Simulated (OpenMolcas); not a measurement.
Multiplet structure of Ru II

```
Program             : OpenMolcas 26.06
Method              : CASSCF
Basis               : ANO-RCC-VQZP [8s7p5d3f2g1h]
Scalar Hamiltonian  : DKH2, point nucleus
Active space        : 7 electrons in 11 orbitals (4d 5s 5d)
State averaging     : 2S+1 = 4 even, 15 roots; 2S+1 = 6 even, 5 roots kept (CI in the orbitals of an earlier block); 2S+1 = 2 even, 28 roots kept (CI in the orbitals of an earlier block)
Spin-orbit coupling : state interaction with AMFI integrals over the reference wave functions, term energies averaged over their components
```

With spin-orbit coupling, above the lowest level:

| Configuration | Term | J | E (eV) | Measured (eV) | Term weight % | Second |
| --- | --- | --- | --- | --- | --- | --- |
| 4d⁷ | ⁴F | 9/2 | 0.0000 | 0.0000 | 99 |  |
| 4d⁷ | ⁴F | 7/2 | 0.1818 | 0.1888 | 100 |  |
| 4d⁷ | ⁴F | 5/2 | 0.3030 | 0.3092 | 99 |  |
| 4d⁷ | ⁴F | 3/2 | 0.3791 | 0.3849 | 98 |  |
| 4d⁶ 5s | ⁶D | 9/2 | 0.9965 | 1.1346 | 100 |  |
| 4d⁶ 5s | ⁶D | 7/2 | 1.1077 | 1.2585 | 100 |  |
| 4d⁶ 5s | ⁶D | 5/2 | 1.1863 | 1.3454 | 95 | 5 4d⁷ ⁴P |
| 4d⁶ 5s | ⁶D | 3/2 | 1.2375 | 1.4015 | 88 | 11 4d⁷ ⁴P |
| 4d⁶ 5s | ⁶D | 1/2 | 1.2747 | 1.4387 | 91 | 8 4d⁷ ⁴P |
| 4d⁷ | ⁴P | 5/2 | 1.3592 | 1.0237 | 94 | 5 4d⁶ 5s ⁶D |
| 4d⁷ | ⁴P | 3/2 | 1.4058 | 1.0511 | 78 | 12 4d⁶ 5s ⁶D |
| 4d⁷ | ⁴P | 1/2 | 1.5146 | 1.1622 | 88 | 9 4d⁶ 5s ⁶D |
| 4d⁷ | ²G | 9/2 | 1.5904 |  | 92 | 6 ²H |
| 4d⁷ | ²G | 7/2 | 1.7679 |  | 100 |  |
| 4d⁷ | ²P | 3/2 | 1.9893 |  | 59 | 31 ²D |
| 4d⁷ | ²H | 11/2 | 2.1509 |  | 100 |  |
| 4d⁷ | ²D | 5/2 | 2.1875 |  | 98 |  |
| 4d⁷ | ²P | 1/2 | 2.2342 |  | 95 | 4 ⁴P |
| 4d⁷ | ²H | 9/2 | 2.3181 |  | 94 | 6 ²G |

Against the 11 measured excited levels shown (NIST Handbook of Basic Atomic Spectroscopic Data) the mean absolute deviation is 1300 cm-1; the largest miss in energy is 4d⁷ ⁴P_3/2: computed 1.4058, measured 1.0511 eV (+33.7 %). Levels of one J stand in another order than measured, so their pairing by name is doubtful.

Spin-orbit coupling puts the lowest level 0.1873 eV below the lowest spin-free term.

For ⁴F the intervals divided by the larger J are -245.7, -279.3, -325.8 cm-1. Landé's interval rule makes them equal in pure LS coupling; they differ by 28 % of their mean. The multiplet is inverted.

Without dynamic correlation excited terms often stand tens of per cent too high (terms of higher spin than the ground term too low), and those without a measured partner can miss by more than the paired ones. Some levels mix across a computed gap that differs much from the measured one, so their mixing is not that of the real levels. Terms from blocks run as CI alone lack orbitals of their own. Active for correlation alone: 5d; no level in the range computed is led by a configuration that fills it, so any true level of that kind is missing. Measured partners are found by configuration, term and J. A level has none where our copy of the source lacks it or the pairing is in doubt (some pairs that miss far off the trend of their configuration count as doubtful), and it then counts in no deviation. Levels of configurations outside the active space are missing. The first state left out of the spin-orbit step lies near 24000 cm-1 above the lowest spin-free state of the reference (among the parities and spins computed), and the list stops at four fifths of that energy or lower.

The RASSCF and RASSI steps took 6.9 min on 1 thread of Intel(R) Xeon(R) 6975P-C (Granite Rapids), on a shared host; the integral step is not counted.

The term weight is that of the spin-free term in the level, not the purity of its configuration.
